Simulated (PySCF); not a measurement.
CuI (SMILES [Cu][I]), singlet, geometry from GFN2-xTB (such geometries of metal compounds can be far from the true shape) (core potentials on I). Base run: PySCF with B3LYP/def2-SV(P).

Here is a job for PySCF.
```python
from pyscf import gto, scf, dft

mol = gto.M(
    atom='''
Cu   -0.000000   -0.000000   -1.554080
I     0.000000    0.000000    0.850346
''',
    basis='def2-sv(p)',
    ecp={'I': 'def2-sv(p)'},
    charge=0,
    spin=0,
    verbose=4,
)

mf = dft.RKS(mol)
mf.xc = 'b3lyp'
mf.kernel()
```

Each row names what was changed in the base input (with any setting that the change needs).

| change | basis functions | E (Eh) | HOMO (eV) | HOMO-LUMO gap (eV) | dipole (D) |
|---|---|---|---|---|---|
| base | 50 | -1938.16065 | -6.24 | 3.31 | 4.80 |
| basis = ANO-RCC-VDZP; relativity = spin-free X2C (without ecp={'I': 'def2-sv(p)'}) | 77 | -8770.60635 | -6.44 | 3.25 | 4.28 |
| basis = ANO-RCC-VDZP; relativity = spin-free X2C; nucleus = Gaussian (with nucmod='G'; without ecp={'I': 'def2-sv(p)'}) | 77 | -8770.36026 | -6.44 | 3.25 | 4.28 |
| basis = Sapporo-DKH3-DZP-2012; relativity = spin-free X2C; nucleus = Gaussian (with nucmod='G'; without ecp={'I': 'def2-sv(p)'}) | 92 | -8770.10961 | -6.58 | 3.32 | 4.40 |
| basis = ANO-RCC-VDZP; relativity = none (without ecp={'I': 'def2-sv(p)'}) | 77 | -8310.58116 | -7.10 | 3.72 | 6.03 |
| basis = x2c-TZVPall; relativity = spin-free X2C; nucleus = Gaussian (with nucmod='G'; without ecp={'I': 'def2-sv(p)'}) | 108 | -8770.55534 | -6.57 | 3.26 | 3.95 |
| basis = x2c-TZVPall; relativity = none (without ecp={'I': 'def2-sv(p)'}) | 108 | -8402.57430 | -6.60 | 3.40 | 4.52 |
| basis = Sapporo-DKH3-DZP-2012; relativity = none (without ecp={'I': 'def2-sv(p)'}) | 92 | -8320.84781 | -7.10 | 3.80 | 5.97 |
| basis = Sapporo-DKH3-DZP-2012; relativity = spin-free X2C (without ecp={'I': 'def2-sv(p)'}) | 92 | -8770.32670 | -6.58 | 3.32 | 4.40 |
| basis = x2c-TZVPall; relativity = spin-free X2C (without ecp={'I': 'def2-sv(p)'}) | 108 | -8770.76382 | -6.57 | 3.26 | 3.95 |

Totals shift with the method and basis; they matter in differences.

Basis sets contracted for a relativistic Hamiltonian are a mismatch without it, so the rows without relativity aren't non-relativistic limits. No row has spin-orbit coupling; sets with core potentials leave out the core electrons.
